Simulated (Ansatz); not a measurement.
Coupled-cluster diagnostics for B₄F₂, Ansatz.

Geometry of the singlet (PBE-D4/def2-SVP):

```xyz
6

B    -0.789    0.837    0.856
B     0.170   -0.599    0.527
B    -0.170    0.599   -0.527
B     0.789   -0.837   -0.856
F     1.405   -1.239   -1.946
F    -1.405    1.239    1.946
```

Correlated methods freeze 6 core orbitals. The structure comes from a short search, and lower isomers may exist.

Question: Estimate the CCSD(T) correlation energy, the shares of MP2 and (T), T1 and the reference's ⟨S²⟩ for: charge 0, singlet, own geometry in def2-TZVPP; and the rough time on 4 threads of Arm Neoverse V2 on a shared host.

Answer: 
```json
{"state": "charge 0, singlet, own geometry", "basis": "def2-TZVPP", "correlation (eV)": "-25.127", "MP2 share (%)": "93.8", "(T) share (%)": "4.7", "T1": "0.028", "⟨S²⟩ (pure)": "0.00 (0.00)", "wall time": "42 s", "remarks": "large T1 (0.028), restricted SCF unstable"}
```
Customary marks for T1 are 0.02 (closed shells), 0.045 (open shells) and about 0.05 (3d metals). T1 exceeds 0.02 in 1 of 1 rows and 0.045 in 0; the higher it lies, the less the single-reference result can be trusted.
